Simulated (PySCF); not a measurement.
**C3H7FN2Si2: full NMR table**

| Property | Result |
| --- | --- |
| Formula | C3H7FN2Si2 |
| SMILES | Fc1cnn([SiH3])c1[SiH3] |
| Point group of the computed structure | C1 |
| Degrees of unsaturation | 3 |
| Carbon signals | 3 |
| Proton signals | 3 |

Structure with atom numbers: `[F:1][c:2]1[cH:3][n:4][n:5]([SiH3:6])[c:7]1[SiH3:8]`; H(Xn) means a hydrogen on atom n.

Calculated, not measured (PySCF 2.14): GFN2-xTB structure, shielding tensors at PBE0/pcSseg-1 (GIAO). Equivalent nuclei averaged, a single conformation, non-relativistic, in vacuum.

Scale: TMS for $^{1}$H and $^{13}$C and $^{29}$Si; $^{19}$F vs CFCl3; $^{15}$N against NH3 (reference shieldings calculated alike).

```tsv
carbon	δC, type	δH (multiplicity)	HMBC from (2–3 bonds)	span of the C tensor (ppm)
C2	171.7, C	–	H(C3), H(Si8)	105
C3	134.8, CH	7.72 (m)	–	163
C7	125.1, C	–	H(C3), H(Si6), H(Si8)	155
```

Other nuclei:
| atoms | nucleus | environment | δ (ppm) | σ (ppm) |
| --- | --- | --- | --- | --- |
| H(Si6) | $^{1}$H | hydrogen on a silicon bonded to N | 5.33 | 26.39 |
| H(Si8) | $^{1}$H | hydrogen on a silicon bonded to C | 4.61 | 27.10 |
| F1 | $^{19}$F | aryl fluorine | -175.9 | 346.8 |
| Si6 | $^{29}$Si | silicon bonded to N, 3 H | -43.2 | 392.4 |
| Si8 | $^{29}$Si | silicon bonded to C, 3 H | -96.1 | 445.3 |
| N4 | $^{15}$N | pyridine-type nitrogen of an azole | 377.0 | -109.3 |
| N5 | $^{15}$N | pyrrole-type ring nitrogen | 221.8 | 45.9 |

1. Carbon types of the structure: 2 × C, 1 × CH, leaving 6 H on heteroatoms.
2. δC 171.7: aromatic carbon bearing fluorine; an ipso carbon deshielded by its heteroatom.
3. δC 134.8: aromatic CH next to a ring nitrogen.
4. δC 125.1: substituted aromatic carbon next to a ring nitrogen.
5. δH 7.72: hydrogen on an aromatic CH next to a ring nitrogen; ring-current deshielding.
6. δH 5.33: hydrogen on a silicon bonded to N.

Splittings by $^{19}$F in the carbon and heteronuclear signals aren't shown, as no couplings were computed. Shifts are as computed. Against solution values, carbons near 30 ppm lie about +3 ppm off and those near 130 ppm about +5 ppm. Of 1309 compounds with measured shifts, 239 miss one by over three times the rms of a fit or turn the order of signals round; such compounds aren't used in these exercises. Unscaled 19F shifts against computed CFCl3 carry errors that often reach 10 to 50 ppm. Experimental scales use liquid or dissolved standards, which lie at an offset from isolated NH3 (liquid NH3: subtract about 20 ppm). Unscaled 15N shifts of sp2 nitrogen come out 20 to 40 ppm too high even then. No couplings were computed; multiplicities are counted from neighbouring protons, with m where these are inequivalent, close in shift, in a saturated or five-membered ring or joined by F or P, and br s for small geminal =CH2 splittings.
